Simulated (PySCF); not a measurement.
scandium atom (Sc), doublet; M06L/def2-SV(P) in PySCF.

Here is a job for PySCF.
```python
from pyscf import gto, scf, dft

mol = gto.M(
    atom='''
Sc    0.00000000    0.00000000    0.00000000
''',
    basis='def2-sv(p)',
    spin=1,
    verbose=4,
)

mf = dft.UKS(mol)
mf.xc = 'm06l'
mf.kernel()
```

It wrote (shortened):

```
PySCF version 2.14.0

[INPUT] verbose = 4
[INPUT] num. atoms = 1
[INPUT] num. electrons = 21
[INPUT] charge = 0
[INPUT] spin (= nelec alpha-beta = 2S) = 1
[INPUT] symmetry False subgroup None
[INPUT] Mole.unit = angstrom
[INPUT] Symbol           X                Y                Z      unit          X                Y                Z       unit  Magmom
[...]
nuclear repulsion = 0
number of shells = 10
number of NR pGTOs = 66
number of NR cGTOs = 24
basis = def2-sv(p)
ecp = {}

******** <class 'pyscf.dft.uks.UKS'> ********
method = UKS
initial guess = minao
damping factor = 0
level_shift factor = 0
DIIS = <class 'pyscf.scf.diis.CDIIS'>
diis_start_cycle = 1
diis_space = 8
diis_damp = 0
SCF conv_tol = 1e-09
SCF conv_tol_grad = None
SCF max_cycles = 50
direct_scf = True
direct_scf_tol = 1e-13
number electrons alpha = 11  beta = 10
XC library pyscf.dft.libxc version 7.1.2
    S. Lehtola, C. Steigemann, M. J. T. Oliveira, and M. A. L. Marques,  SoftwareX 7, 1–5 (2018)
XC functionals = m06l
    Y. Zhao and D. G. Truhlar,  J. Chem. Phys. 125, 194101 (2006)
    Y. Zhao and D. G. Truhlar,  J. Chem. Phys. 125, 194101 (2006)
    Y. Zhao and D. G. Truhlar,  Theor. Chem. Acc. 120, 215 (2008)
radial grids:
    Treutler-Ahlrichs [JCP 102, 346 (1995); DOI:10.1063/1.469408] (M4) radial grids

becke partition: Becke, JCP 88, 2547 (1988); DOI:10.1063/1.454033
pruning grids: <function nwchem_prune>
grids dens level: 3
symmetrized grids: False
atomic radii adjust function: <function treutler_atomic_radii_adjust>
small_rho_cutoff = 0
Set gradient conv threshold to 3.16228e-05
tot grids = 20640
init E= -760.222898701037

cycle= 1 E= -759.816575424288  delta_E= 0.406  |g|= 0.612  |ddm|=  2.2

cycle= 2 E= -759.673730639648  delta_E= 0.143  |g|= 0.89  |ddm|= 8.53
cycle= 3 E= -760.420736438157  delta_E= -0.747  |g|= 0.211  |ddm|=  8.4
cycle= 4 E= -760.464651661714  delta_E= -0.0439  |g|= 0.0602  |ddm|= 0.73
cycle= 5 E= -760.471583050035  delta_E= -0.00693  |g|= 0.0096  |ddm|= 0.699
cycle= 6 E= -760.471776090516  delta_E= -0.000193  |g|= 0.00229  |ddm|= 0.0642
cycle= 7 E= -760.471857145175  delta_E= -8.11e-05  |g|= 0.00192  |ddm|= 0.0463
cycle= 8 E= -760.47192074481  delta_E= -6.36e-05  |g|= 0.00212  |ddm|= 0.0329
cycle= 9 E= -760.471429145931  delta_E= 0.000492  |g|= 0.00473  |ddm|= 0.254
cycle= 10 E= -760.471091848981  delta_E= 0.000337  |g|= 0.00802  |ddm|= 0.128
cycle= 11 E= -760.471077370169  delta_E= 1.45e-05  |g|= 0.00831  |ddm|= 0.00321
[...]
cycle= 21 E= -760.471272058967  delta_E= 1.81e-05  |g|= 0.00759  |ddm|= 0.0146
cycle= 22 E= -760.471344326984  delta_E= -7.23e-05  |g|= 0.00755  |ddm|= 0.0429
cycle= 23 E= -760.471332562716  delta_E= 1.18e-05  |g|= 0.00762  |ddm|= 0.00844
cycle= 24 E= -760.471353664392  delta_E= -2.11e-05  |g|= 0.00591  |ddm|= 0.0373
cycle= 25 E= -760.471324659051  delta_E= 2.9e-05  |g|= 0.00575  |ddm|= 0.0228
cycle= 26 E= -760.471590128042  delta_E= -0.000265  |g|= 0.00199  |ddm|= 0.149
cycle= 27 E= -760.471636955651  delta_E= -4.68e-05  |g|= 0.00205  |ddm|= 0.0678
cycle= 28 E= -760.471642388241  delta_E= -5.43e-06  |g|= 0.00176  |ddm|= 0.0108
cycle= 29 E= -760.471702011304  delta_E= -5.96e-05  |g|= 0.00167  |ddm|= 0.0429
cycle= 30 E= -760.471973529365  delta_E= -0.000272  |g|= 0.00374  |ddm|= 0.163
cycle= 31 E= -760.471640117498  delta_E= 0.000333  |g|= 0.00456  |ddm|= 0.178
cycle= 32 E= -760.471241686468  delta_E= 0.000398  |g|= 0.00704  |ddm|= 0.186
cycle= 33 E= -760.471447447399  delta_E= -0.000206  |g|= 0.00674  |ddm|= 0.115
cycle= 34 E= -760.47140260533  delta_E= 4.48e-05  |g|= 0.00638  |ddm|= 0.0352
cycle= 35 E= -760.471450112997  delta_E= -4.75e-05  |g|= 0.00626  |ddm|= 0.0277
cycle= 36 E= -760.471209839322  delta_E= 0.00024  |g|= 0.00844  |ddm|= 0.116
cycle= 37 E= -760.471227810413  delta_E= -1.8e-05  |g|= 0.00812  |ddm|= 0.013
cycle= 38 E= -760.471092077881  delta_E= 0.000136  |g|= 0.00841  |ddm|= 0.0761
cycle= 39 E= -760.471667930804  delta_E= -0.000576  |g|= 0.00202  |ddm|= 0.244
cycle= 40 E= -760.47174745221  delta_E= -7.95e-05  |g|= 0.00158  |ddm|= 0.0562
cycle= 41 E= -760.471784543868  delta_E= -3.71e-05  |g|= 0.00159  |ddm|= 0.0247
cycle= 42 E= -760.471259437359  delta_E= 0.000525  |g|= 0.00416  |ddm|= 0.285
cycle= 43 E= -760.471811774181  delta_E= -0.000552  |g|= 0.00506  |ddm|= 0.339
cycle= 44 E= -760.472069426483  delta_E= -0.000258  |g|= 0.0108  |ddm|= 0.173
cycle= 45 E= -760.47187314281  delta_E= 0.000196  |g|= 0.0121  |ddm|= 0.071
cycle= 46 E= -760.471720573135  delta_E= 0.000153  |g|= 0.00279  |ddm|= 0.235
cycle= 47 E= -760.471667975535  delta_E= 5.26e-05  |g|= 0.00535  |ddm|= 0.0474
cycle= 48 E= -760.471787738791  delta_E= -0.00012  |g|= 0.00824  |ddm|= 0.124
cycle= 49 E= -760.471874204874  delta_E= -8.65e-05  |g|= 0.00835  |ddm|= 0.0466
cycle= 50 E= -760.471857428933  delta_E= 1.68e-05  |g|= 0.00843  |ddm|= 0.0213
SCF not converged.
SCF energy = -760.471857428933 after 50 cycles  <S^2> = 0.80161424  2S+1 = 2.0509649
```

Convergence was not reached.
